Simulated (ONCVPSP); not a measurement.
Transferability test, ONCV potential for Ni (Z = 28)

* Element: nickel
* Generator: ONCVPSP 4.0.1
* Type: optimised norm-conserving Vanderbilt (ONCV)
* Functional: PBE
* Relativity: scalar-relativistic
* Frozen core: [Ne]
* Valence charge: 18
* Reference configuration: 3s2 3p6 3d8 4s1 (charge +1)
* Partial waves: 3s+4s: rc 1.25 bohr, ncon 3, nbas 7, qcut 10.9 1/bohr, 2 projectors; 3p: rc 1.20 bohr, ncon 4, nbas 8, qcut 9.6 1/bohr, 1 projector; 3d: rc 1.05 bohr, ncon 3, nbas 7, qcut 15.1 1/bohr, 3 projectors, debl 0.7 Ha
* Local potential: polynomial inside 1.00 bohr (lpopt 5, dvloc0 0 Ha)
* Core correction: polynomial model core, fcfact 0.2

Energies are relative to the spin-unpolarised reference configuration 3s2 3p6 3d8 4s1; without spin polarisation the order of configurations can differ from experiment.

Q: Give the all-electron excitation energy and the error of the potential for: 3s2 3p6 3d8 4s2; 3s2 3p6 3d8 4s0; 3s2 3p6 3d7 4s0; 3s2 3p5 3d8 4s2.

A:

```json
{"valence configuration": "3s2 3p6 3d8 4s2", "charge": "0", "ΔE all-electron (eV)": "-9.323", "error AE − PS (meV)": "+2.8"}
{"valence configuration": "3s2 3p6 3d8 4s0", "charge": "+2", "ΔE all-electron (eV)": "17.351", "error AE − PS (meV)": "-0.7"}
{"valence configuration": "3s2 3p6 3d7 4s0", "charge": "+3", "ΔE all-electron (eV)": "54.817", "error AE − PS (meV)": "-0.9"}
{"valence configuration": "3s2 3p5 3d8 4s2", "charge": "+1", "ΔE all-electron (eV)": "70.201", "error AE − PS (meV)": "-5.1"}
```
